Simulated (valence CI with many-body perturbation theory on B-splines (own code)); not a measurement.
## Bi⁵⁰⁺ in three bases

Calculated by valence CI with perturbative core correlation (CI+MBPT): five valence electrons over a frozen Dirac-Fock core [Ar] 3d10, radial functions for each j: 9 s, 9 p, 8 d, 6 f, 3 g, 1 h, with the one-electron correlation potential Σ1, the two-electron term Σ2, the three-electron term Σ3, Breit, model QED; selected CI, second order for the rest, scaled by the run's own slope (own B-spline code, finite nucleus).

No measured spectrum was set against this ion. As an estimate, large intervals hold to a few tenths of a per cent, small ones and those within an open d or f shell to about a per cent. Among the levels kept, up to 660 cm⁻¹ of a level comes from second order outside the variational space, and about a tenth of that is noise between levels of different J, which matters for small intervals.

The reference run has the lowest level (4s^2 4p1/2^2 4p3/2) J=3/2 and an ionisation energy of 2837.41 eV. Its largest variational space holds 19998 state functions.

Levels are named by their leading jj configuration (3d3/2^4 stands for four electrons in 3d with j = 3/2), which in mixed levels can hold well under half, so a name can repeat and another be missing. Letters in brackets count levels of one name in rising energy.

Changed runs:
A. basis 6 s, 6 p, 5 d, 3 f, 1 g
B. basis 5 s, 5 p, 4 d, 2 f

Excitation energies of the reference run in cm⁻¹, and shifts in cm⁻¹:

| Level | Reference | A | B |
| --- | --- | --- | --- |
| (4s^2 4p1/2 4p3/2^2) J=3/2 | 1366900 | -181 | -624 |
| (4s^2 4p1/2 4p3/2^2) J=5/2 | 1418420 | -30 | -18 |
| (4s^2 4p1/2 4p3/2^2) J=1/2 | 1484080 | +38 | +236 |
| (4s^2 4p1/2^2 4d3/2) J=3/2 | 1504800 | +142 | +915 |
| (4s^2 4p1/2^2 4d5/2) J=5/2 | 1867680 | +174 | +1018 |
| (4s 4p1/2^2 4p3/2^2) J=5/2 | 2357380 | -149 | -464 |
| (4s 4p1/2^2 4p3/2^2) J=1/2 | 2498900 | -11 | +66 |
| (4s 4p1/2^2 4p3/2^2) J=3/2 | 2514910 | -29 | +38 |
| (4s^2 4p3/2^3) J=3/2 | 2860410 | -116 | -267 |
| (4s^2 4p1/2 4p3/2 4d3/2) J=5/2 [a] | 2863170 | -46 | +159 |
| (4s^2 4p1/2 4p3/2 4d3/2) J=3/2 [a] | 2869410 | -87 | +1.0 |
| (4s^2 4p1/2 4p3/2 4d3/2) J=1/2 [a] | 2870570 | -115 | -107 |
| Ionisation energy (eV) | 2837.41 | -0.05 | -0.19 |
